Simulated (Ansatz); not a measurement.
Calculated with Ansatz (gas phase, PBE0-D4/def2-TZVP geometries, no zero-point term in ΔE). CCSD(T)/CBS adds triple-zeta CCSD(T) − MP2 to the extrapolated MP2 energy (def2 sets, frozen cores). This one scheme is used for every species. Functionals use def2-TZVPP. Each species was taken in one conformer, which may not be the lowest.

Reaction (β-hydride elimination): `C[CH2][AlH][O][SiH3]` → `[AlH2][O][SiH3]` + `C=C`

`C[CH2][AlH][O][SiH3]`:

Cartesian coordinates in Å:
```
C -1.096 0.531 1.449
C 0.321 1.104 1.427
Al 1.454 0.543 -0.058
O 0.828 -0.505 -1.226
Si -0.079 -1.483 -2.147
H -1.672 0.891 2.307
H -1.089 -0.561 1.499
H -1.654 0.798 0.548
H 0.848 0.858 2.359
H 0.289 2.202 1.421
H 2.955 1.008 -0.252
H -1.488 -1.511 -1.663
H 0.460 -2.869 -2.107
H -0.077 -1.008 -3.557
```

`[AlH2][O][SiH3]`:

Cartesian coordinates in Å:
```
Al -1.636 0.894 -0.146
O -0.164 0.089 -0.031
Si 1.255 -0.687 0.110
H -2.728 0.302 -1.120
H -1.839 2.196 0.725
H 2.227 -0.150 -0.879
H 1.074 -2.142 -0.136
H 1.811 -0.503 1.478
```

`C=C`:

```xyz
6

C     0.268    0.182   -0.577
C    -0.268   -0.182    0.576
H    -0.135    1.004   -1.158
H     1.134   -0.326   -0.987
H     0.135   -1.004    1.158
H    -1.134    0.326    0.987
```

| species | ωB97M-V energy (Eh) |
| --- | --- |
| `C[CH2][AlH][O][SiH3]` | -688.82929 |
| `[AlH2][O][SiH3]` | -610.20723 |
| `C=C` | -78.56808 |

Question: Work out ΔE.

Answer: ΔE = (-610.20723) + (-78.56808) − (-688.82929) = 0.05398 Eh = +141.7 kJ/mol. CCSD(T)/CBS gives +136.3 kJ/mol.

Largest T1 diagnostic among the species: 0.012.

The D4 term adds +14.4 kJ/mol with B3LYP and +8.3 kJ/mol with PBE0; it sums over pairs of atoms, weighted by their polarisabilities, and B3LYP, whose exchange is more repulsive, gets the larger term. At CCSD(T), def2-SVP lies −3.9 kJ/mol from the extrapolated value and def2-TZVPP −2.4 kJ/mol. In def2-TZVPP, CCSD(T) changes the Hartree–Fock value by +31.8 kJ/mol (the triples alone add +1.6 kJ/mol) and MP2 by +43.3 kJ/mol.

B3LYP here is the variant with VWN-RPA as its local correlation; programs differ in this.
